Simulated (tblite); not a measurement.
Compound: C6H13ClOSi.
Z-matrix (Å and degrees, GFN2-xTB geometry), rows numbered from 1:
```
C 
C   1  1.5235
C   2  1.5306  1  111.69
C   3  1.5286  2  111.39  1  -175.56
C   4  1.5284  3  113.08  2   179.89
C   5  1.5226  4  112.46  3    68.68
Cl  6  1.7962  5  109.19  4    67.93
Si  6  1.9168  5  109.08  4   -51.58
O   3  1.4124  2  107.93  1    62.32
H   1  1.0880  2  110.58  3    63.50
H   1  1.0869  2  109.78  3   -56.28
H   1  1.0871  2  110.46  3  -176.34
H   2  1.0916  1  110.12  3  -121.04
H   2  1.0912  1  109.61  3   119.87
H   3  1.1002  2  109.29  1   -54.78
H   4  1.0918  3  108.48  2   -59.17
H   4  1.0913  3  108.43  2    58.33
H   5  1.0945  4  109.57  3   -51.26
H   5  1.0935  4  109.03  3  -169.13
H   6  1.0900  5  109.84  4  -177.68
H   8  1.4685  6  106.12  5   -87.15
H   8  1.4491  6  113.79  5   144.61
```

Computed values, GFN2-xTB/tblite, gas phase, harmonic and unscaled. Errors from tens to a few hundred cm⁻¹ against measured bands are possible. Modes of hydrogen on silicon can be 10 to 20 % off. One conformer, not necessarily the lowest.

Harmonic wavenumbers (cm⁻¹): 52.4, 79.7, 97.9, 168.0, 184.0, 196.0, 238.2, 301.9, 333.2, 368.1, 437.6, 474.9, 500.4, 535.5, 588.7, 643.2, 723.4, 730.7, 762.9, 785.6, 847.6, 894.9, 918.3, 965.2, 987.9, 1055.3, 1066.9, 1092.5, 1116.6, 1122.5, 1139.1, 1173.2, 1178.8, 1212.2, 1248.8, 1264.6, 1276.5, 1318.9, 1340.3, 1345.6, 1355.3, 1409.1, 1464.8, 1473.3, 1476.1, 1497.1, 1502.6, 2220.4, 2394.6, 2858.9, 2944.2, 2956.6, 2964.7, 2978.4, 2986.3, 2989.9, 2995.1, 3031.6, 3041.0, 3050.5.

A = 2088, B = 714.0, C = 639.2 MHz; mass 164.042 u (most abundant isotopes); point group C1, symmetry number 1.

**Question.** Zero-point energy?

**Answer.** Half the sum of the wavenumbers: 39179 cm⁻¹ = 468.68 kJ/mol.

**Question.** What is S at 273.15 K and 1 bar for an ideal gas of classical rigid rotors and harmonic oscillators?

**Answer.** Translation 170.64, rotation 125.27, vibration 116.30: S = 412.2 J/(mol K).

**Question.** And Cp and H(273.15 K) − H(0)?

**Answer.** Cp = 164.20 J/(mol K), of which vibrations give 130.95 (their classical limit is 60 R = 498.9); H(273.15 K) − H(0) = 26.50 kJ/mol without the zero-point energy, 17.41 from vibrations.

**Question.** What must be added to the electronic energy to get the Gibbs energy at 273.15 K and 1 bar?

**Answer.** ZPE + [H(273.15 K) − H(0)] − T·S = 468.68 + 26.50 − 112.60 = 382.58 kJ/mol.

**Question.** Blend soft modes into free rotors: weight 1/[1 + (100 cm⁻¹/ν̃)⁴] for the oscillator and the rest for a rotor with moment μB/(μ + B), μ = h/(8π²ν), B = 10⁻⁴⁴ kg m². What vibrational entropy results?

**Answer.** 108.62 J/(mol K) in place of 116.30, which changes −T·S at 273.15 K by +2.10 kJ/mol.

Hindered rotation and anharmonicity are outside this model. Other conformers, if any are populated, would add a mixing term that is left out. The structure is chiral; the term R ln 2 for an equal mix with its mirror image is left out.

On one thread of an Arm Neoverse N1, no GPU, shared host with 64 logical CPUs at a one-minute load of 62, this took 1.9 s. This covers the Hessian and the dipole derivatives.
